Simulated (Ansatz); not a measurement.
`Cl[SiH2][SiH2][GeH3]` + H₂ → `[SiH3][SiH2][GeH3]` + HCl  (hydrogenolysis of the Si–Cl bond)

Isolated molecules relaxed with PBE0-D4/def2-TZVP in Ansatz; ΔE leaves out vibrations. CBS: MP2 limit from def2 TZ/QZ plus the TZ coupled-cluster correction, frozen cores. This one scheme is used for every species. For Ge outer-core shells are correlated without core-valence functions, which leaves a few kJ/mol of doubt a bond. Scalar relativity is left out up to krypton. Each species was taken in one conformer, which may not be the lowest.

```tsv
species	CCSD(T)/def2-TZVPP energy (Eh)
`Cl[SiH2][SiH2][GeH3]`	-3117.68827
H₂	-1.17233
`[SiH3][SiH2][GeH3]`	-2658.50454
HCl	-460.33125
```

(1) Work out ΔE.

Largest T1 diagnostic among the species: 0.013.

## Answers

(1) ΔE = (-2658.50454) + (-460.33125) − (-3117.68827) − (-1.17233) = 0.02481 Eh = +0.68 eV. CCSD(T)/CBS gives +0.75 eV.

In def2-TZVPP, CCSD(T) changes the Hartree–Fock value by +0.07 eV (the triples alone add +0.03 eV) and MP2 by +0.18 eV. The D4 term adds +0.09 eV with B3LYP and +0.05 eV with PBE0; it sums over pairs of atoms, weighted by their polarisabilities, and B3LYP, whose exchange is more repulsive, gets the larger term.

B3LYP here is the variant with VWN-RPA as its local correlation; programs differ in this.
